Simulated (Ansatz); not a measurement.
`[AlH2][BH][Al]([Cl])[Br]` + H₂O → `[OH][Al]([Cl])[Br]` + `[BH2][AlH2]` at 400 K and 1 bar (formal hydrolysis of the Al–B bond).

Gas-phase electronic energies from Ansatz, PBE0-D4/def2-TZVP geometries. CCSD(T)/CBS adds triple-zeta CCSD(T) − MP2 to the extrapolated MP2 energy (def2 sets, frozen cores). This one scheme is used for every species. For Br outer-core shells are correlated without core-valence functions, which leaves a few kJ/mol of doubt a bond. Scalar relativity is left out up to krypton. Each species was taken in one conformer, which may not be the lowest.

```csv
species,CCSD(T)/CBS energy (Eh),H − E (kJ/mol),S (J/(mol·K))
`[AlH2][BH][Al]([Cl])[Br]`,-3543.80544,111.9,453.3
H₂O,-76.37941,69.8,198.6
`[OH][Al]([Cl])[Br]`,-3351.09145,69.8,359.6
`[BH2][AlH2]`,-269.14094,105.2,282.1
```

H − E and S are ideal-gas, rigid-rotor, harmonic terms from PBE0-D4/def2-TZVP, for one conformer and one mirror image of each species. 1 Eh = 2625.50 kJ/mol, R = 8.31446 J/(mol·K).

Q: By hand: ΔE, ΔH, ΔS and ΔG.

A: ΔE = (-3351.09145) + (-269.14094) − (-3543.80544) − (-76.37941) = -0.04754 Eh = -124.8 kJ/mol. Δ(H − E) = 69.8 + 105.2 − 111.9 − 69.8 = -6.7, so ΔH = -131.5 kJ/mol. ΔS = 359.6 + 282.1 − 453.3 − 198.6 = -10.2 J/(mol·K). ΔG = -131.5 − 400 × (-10.2)/1000 = -127.4 kJ/mol.

Q: By hand: the equilibrium constant, and the temperature at which ΔG would vanish if ΔH and ΔS stayed fixed.

A: log₁₀ K = −ΔG/(RT ln 10) = 16.6. ΔG = 0 at ΔH/ΔS = 12892 K, far beyond where these terms or the molecules hold.

The number of gas molecules stays the same, so ΔS is small and ΔH decides. A doubt of 5 kJ/mol in ΔE shifts log₁₀ K by 0.7 here. Other conformers and mirror images would add mixing entropy, several J/(mol·K) or more a flexible species. Modes under 60 cm⁻¹, often nearly free rotors, make the harmonic entropy too high. These are equilibria of isolated gas molecules and say nothing of rates. Largest T1 diagnostic: 0.010 (customary marks: 0.02 for closed shells, 0.045 for open ones).
